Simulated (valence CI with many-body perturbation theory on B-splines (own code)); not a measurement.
Valence orbitals of Tb XXXIII

Level of theory: configuration interaction combined with many-body perturbation theory (CI+MBPT): five valence electrons over a frozen Dirac-Fock core [Ar] 3d10, a basis of 11 s, 11 p, 10 d, 8 f, 5 g, 2 h functions for each j, with the one-electron correlation potential Σ1 (screened to all orders), the two-electron term Σ2, the three-electron term Σ3, Breit, model QED; selected single and double excitations, second order for the rest, scaled by the run's own slope (own B-spline code, finite nucleus).

The last digits are not significant, and no measured levels were compared; by estimate large intervals hold to a few tenths of a per cent, small ones and those within an open d or f shell to about a per cent. Among the levels kept, up to 2000 cm⁻¹ of a level comes from second order outside the variational space, and about a tenth of that is noise between levels of different J, which matters for small intervals.

These are the spectroscopic orbitals of the CI (the correlating ones are not listed), shaped by the core and the other valence electrons. h is the expectation value of the core's Dirac-Fock operator, without the valence repulsion; Σ1 is computed up to l = 3 at one energy for each symmetry, that of its lowest orbital but kept below the first core excitation, so for empty shells it is not the orbital's own correlation shift; Breit and QED include the response of the core.

```csv
Orbital,h (hartree),Σ1 (cm⁻¹),Breit (cm⁻¹),QED (cm⁻¹),⟨r⟩ (bohr)
4s1/2,-59.161,-13352,7699,5793,0.4860
5s1/2,-35.106,-4705,3351,2565,0.8281
6s1/2,-23.254,-2248,1722,1340,1.264
7s1/2,-16.541,-1271,1014,792,1.789
8s1/2,-12.368,-794,648,508,2.405
9s1/2,-9.5963,-530,439,345,3.112
4p1/2,-56.332,-13903,11991,25.2,0.4860
5p1/2,-33.737,-4968,5275,15.4,0.8395
6p1/2,-22.5,-2423,2777,9.2,1.284
7p1/2,-16.082,-1386,1654,5.8,1.819
8p1/2,-12.068,-872,1065,3.9,2.444
9p1/2,-9.3902,-586,726,2.7,3.160
4p3/2,-54.45,-12380,7290,577,0.5045
5p3/2,-32.865,-4594,3230,261,0.8632
6p3/2,-22.024,-2278,1830,140,1.313
7p3/2,-15.794,-1314,1094,84.2,1.853
8p3/2,-11.881,-832,706,54.5,2.484
9p3/2,-9.2614,-561,483,37.3,3.205
4d3/2,-49.96,-13638,5115,-305,0.4972
5d3/2,-30.731,-5035,2321,-132,0.8750
6d3/2,-20.851,-2539,1266,-71.0,1.341
7d3/2,-15.079,-1479,768,-42.6,1.896
8d3/2,-11.413,-942,501,-27.6,2.543
4d5/2,-49.558,-13078,3130,-89.9,0.5023
5d5/2,-30.539,-4841,1374,-35.0,0.8812
6d5/2,-20.744,-2443,750,-17.6,1.348
7d5/2,-15.014,-1424,451,-10.2,1.905
8d5/2,-11.37,-908,293,-6.4,2.553
4f5/2,-44.761,-13029,1772,-164,0.4689
5f5/2,-28.408,-4198,786,-78.4,0.8690
6f5/2,-19.591,-2068,420,-44.0,1.353
7f5/2,-14.315,-1202,252,-27.1,1.928
4f7/2,-44.671,-12636,595,-94.6,0.4708
5f7/2,-28.356,-4069,270,-43.6,0.8712
6f7/2,-19.559,-2007,148,-24.0,1.356
7f7/2,-14.295,-1168,89.8,-14.6,1.931
5g7/2,-27.322,,50.4,-14.0,0.8053
6g7/2,-18.973,,43.5,-9.9,1.299
7g7/2,-13.932,,31.7,-6.8,1.884
5g9/2,-27.303,,-15.9,0.3,0.8062
6g9/2,-18.962,,-13.1,-1.5,1.300
7g9/2,-13.924,,-9.8,-1.5,1.885
6h9/2,-18.832,,,,1.174
6h11/2,-18.824,,,,1.175
```

Among the shells of the start configuration 4s2 4p3, Σ1 is largest in size for 4p1/2, where it is 0.11 % of h.

Lowest root of each symmetry, sizes in configuration state functions:

```csv
J,Parity,Roots,Reference,Variational,Second order,Change by selected CI (cm⁻¹),Change by second order (cm⁻¹)
1/2,even,11,64,31998,1031750,-11876,-175
3/2,even,14,107,31997,1907659,-11204,-403
5/2,even,13,118,32000,2458953,-8769,-552
7/2,even,8,96,31992,2625115,-11748,-746
9/2,even,3,67,31992,1767876,-12375,-352
1/2,odd,22,98,31998,1289250,-9381,-334
3/2,odd,35,166,31984,2390231,-7867,-607
5/2,odd,35,185,31999,3322741,-7311,-923
7/2,odd,29,168,31997,3775629,-12774,-1242
9/2,odd,15,122,32000,3338521,-13976,-818
11/2,odd,5,74,31997,2417987,-14476,-586
```
